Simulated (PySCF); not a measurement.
Job for PySCF: R-B3LYP/6-31G* on CH2O (a complex), monomers drawn apart or pushed together.

```python
from pyscf import gto, scf, dft, mp
from pyscf.data.elements import chemcore

mol = gto.M(
    atom='''
    C     0.16870368    0.34907248   -0.09199768
    O    -0.18374212   -0.40427055   -0.84922749
    H     0.12653990    0.26496671    2.70716014
    H    -0.05954470   -0.13041177    3.30962052
    ''',
    basis='6-31g*',
    cart=True,
    charge=0, spin=0, verbose=3, max_memory=1800)
mf = dft.RKS(mol, xc='b3lyp')
mf.conv_tol = 1e-8
mf.max_cycle = 100
mf.kernel()
if not mf.converged:
    mf = mf.newton().run(mf.mo_coeff, mf.mo_occ)
```

Program output:

```
converged SCF energy = -114.484807455086
```

Self-consistency was reached.

Cost: about 1.0 core-seconds (a rough figure).
